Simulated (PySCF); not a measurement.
N-silylprop-2-yn-1-amine (C₃H₇NSi), SMILES C#CCN[SiH3]. Atoms are numbered in the order given.

```xyz
12

C      2.1755     1.6020     0.3493
C      1.5760     0.5526     0.4785
C      0.8289    -0.7074     0.5854
N     -0.1846    -0.9096    -0.4406
Si    -1.7405    -0.1249    -0.3823
H      2.7039     2.5312     0.2421
H      0.3408    -0.7504     1.5765
H      1.5460    -1.5494     0.5762
H      0.2269    -1.0280    -1.3641
H     -2.3285    -0.4089     0.9610
H     -2.5708    -0.7260    -1.4662
H     -1.7415     1.3642    -0.5686
```

Geometry: r2SCAN-D4/def2-SVP. The values are those of a single conformer.

These are PBE/def2-TZVP (PySCF) values and carry that method's errors.

ESP charges are fitted to the potential on shells at 1.4 to 2.0 van der Waals radii. Atomic charges (e):

| atom | ESP fit | Löwdin | Mulliken | IAO |
|---|---|---|---|---|
| C1 | -0.51 | -0.11 | -0.19 | -0.25 |
| C2 | 0.11 | -0.12 | -0.01 | -0.05 |
| C3 | -0.09 | -0.32 | -0.18 | -0.17 |
| N4 | -0.62 | -0.10 | -0.35 | -0.65 |
| Si5 | 0.28 | 0.16 | 0.20 | 0.69 |
| H6 | 0.32 | 0.13 | 0.16 | 0.20 |
| H7 | 0.16 | 0.16 | 0.14 | 0.17 |
| H8 | 0.12 | 0.15 | 0.14 | 0.17 |
| H9 | 0.38 | 0.17 | 0.21 | 0.26 |
| H10 | -0.04 | -0.04 | -0.03 | -0.12 |
| H11 | -0.06 | -0.04 | -0.03 | -0.11 |
| H12 | -0.05 | -0.05 | -0.04 | -0.14 |

Task: Give the Mayer and Wiberg (Löwdin basis) orders of the bonds. (An estimate is asked for; the answer gives what the named calculation found.)

Result: 
```tsv
bond	Mayer	Wiberg
C1–C2	2.77	2.96
C2–C3	1.03	1.31
C3–N4	1.03	1.38
N4–Si5	1.17	1.43
C1–H6	1.01	0.92
C3–H7	0.96	0.83
C3–H8	0.96	0.83
N4–H9	0.91	0.89
Si5–H10	0.94	0.95
Si5–H11	0.95	0.96
Si5–H12	0.92	0.96
```
